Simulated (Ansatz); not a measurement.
Wavefunction ladder for `NB1C=N1`

Cartesian coordinates in Å:
```
N 1.2565 -0.3795 -0.2391
B -0.0682 -0.0731 0.0138
C -1.2951 0.6668 0.2440
N -1.3795 -0.6255 0.2716
H 1.5879 -1.3268 -0.2948
H 1.9644 0.3174 -0.3817
H -2.0659 1.4206 0.3861
```

Total charge 0; spin multiplicity 1. The structure was optimised at the PBE0-D4/def2-TZVP level. It is one conformer, not always the lowest. Frozen core, restricted reference, the Gaussian-basis code of Ansatz. CBS rows extrapolate triple and quadruple zeta; past MP2 they add the triple-zeta difference.

```csv
basis,HF (Eh),MP2 corr.
def2-SVP,-173.07060,-0.52618
def2-TZVPP,-173.27082,-0.64346
def2-QZVPP,-173.27883,-0.68802
```

Problem. Estimate the CCSD correlation energy and the (T) correction in each basis where they were run (hartree).

Solution. 
| basis | CCSD corr. | (T) |
| --- | --- | --- |
| def2-SVP | -0.55182 | -0.02000 |
| def2-TZVPP | -0.66127 | -0.03073 |
| CBS(def2) | -0.73883 | as TZ |
